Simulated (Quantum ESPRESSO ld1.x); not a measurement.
Sb III, 49 electrons, occupied as [Kr] 4d10 5s2 5p1 (the NIST ground configuration). All-electron calculation, scalar-relativistic Kohn-Sham, PBEsol, spin-unpolarised, spherical densities, point nucleus. Program: ld1.x of Quantum ESPRESSO 7.5. Some entries of the table are withheld. Estimate them.

| orbital | occ. | eigenvalue (hartree) | r(max) (bohr) | <1/r> (bohr^-1) |
|---|---|---|---|---|
| 1s | 2 | (1) | 0.018 | 54.30 |
| 2s | 2 | -170.0809 | 0.103 | 12.41 |
| 2p | 6 | -152.7848 | (2) | 11.91 |
| 3s | 2 | -33.8838 | 0.300 | 4.420 |
| 3p | 6 | -28.2465 | 0.293 | 4.207 |
| 3d | 10 | -19.6384 | 0.244 | 3.976 |
| 4s | 2 | -6.1408 | 0.723 | 1.760 |
| 4p | 6 | -4.4136 | 0.765 | 1.602 |
| 4d | 10 | -1.9049 | 0.849 | 1.298 |
| 5s | 2 | -1.0843 | 1.84 | 0.6208 |
| 5p | 1 | -0.7397 | 2.16 | 0.5137 |

Answer. 
(1) 1s eigenvalue (hartree): -1113.8314
(2) 2p r(max) (bohr): 0.083
